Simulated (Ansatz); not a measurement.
CH$_{3}$NSTe, SMILES `N=C(S)[TeH]`. Charge 0, multiplicity 1. Correlated methods include outer-core shells of Te, which these sets cover unevenly. Te takes the def2 core potential.

```xyz
7

N    -1.659   -0.132   -0.594
C    -0.479   -0.039   -0.169
S     0.383    1.492    0.037
Te    0.465   -1.885    0.288
H    -2.105    0.770   -0.761
H     1.412    1.028    0.759
H     1.983   -1.234    0.441
```

Task: Give the diagnostics of a CCSD(T)/def2-TZVPP run (frozen core, Ansatz 0.2.0). (Best estimate.)

Result: Ansatz gave: T1 = 0.0134, largest single amplitude 0.024, largest double 0.040, (T) share of the correlation energy 3.9 %, 10 CCSD cycles. The RHF solution is stable towards an unrestricted one. T1 lies under the customary mark of 0.02 for closed shells.
